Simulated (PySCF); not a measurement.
## Adding and removing an electron: LiHg

M06-2X; PySCF, scalar-relativistic core potentials, basis sets Li def2-TZVP, Hg def2-TZVP with ECP60. Neutral (UKS): doublet (σ ↑), Re = 3.064 Å, ωe = 136 cm⁻¹, De = 0.12 eV, HOMO -4.00 eV, LUMO -1.91 eV.

LiHg⁺ (UKS): singlet (closed shell), Re = 2.679 Å, ωe = 243 cm⁻¹, De = 0.51 eV to Li⁺ + Hg. The energies at the minima are -160.89348 hartree for LiHg and -160.70894 for LiHg⁺.

**Question.** Work out the adiabatic ionisation energy, without and with harmonic zero-point energies (1 hartree = 27.2114 eV, 1 eV = 8065.5 cm⁻¹), and the change of the bond length.

**Answer.** At M06-2X: 0.18454 hartree = 5.022 eV between the minima; the zero-point term (243.0 − 136.0)/2 cm⁻¹ = +0.007 eV makes it 5.028 eV. Re changes by -38.5 pm against the neutral. The electron leaves a σ orbital, and the shorter bond of the ion fits an antibonding orbital, or a change in how ionic the bond is.

Closed-shell solutions of metal pairs were not tested for spin polarisation, which can lower them a little. Weak bonds: LiHg. Basis-set superposition, not corrected here, can be much of De in a small basis, most of all at correlated wavefunction levels. Spin–orbit coupling is left out. For an ion De counts to the pair picked by the measured ionisation energies or electron affinities, which need not be the lowest pair at this level. States were picked by a PBE0 search and need not be the measured ground states.
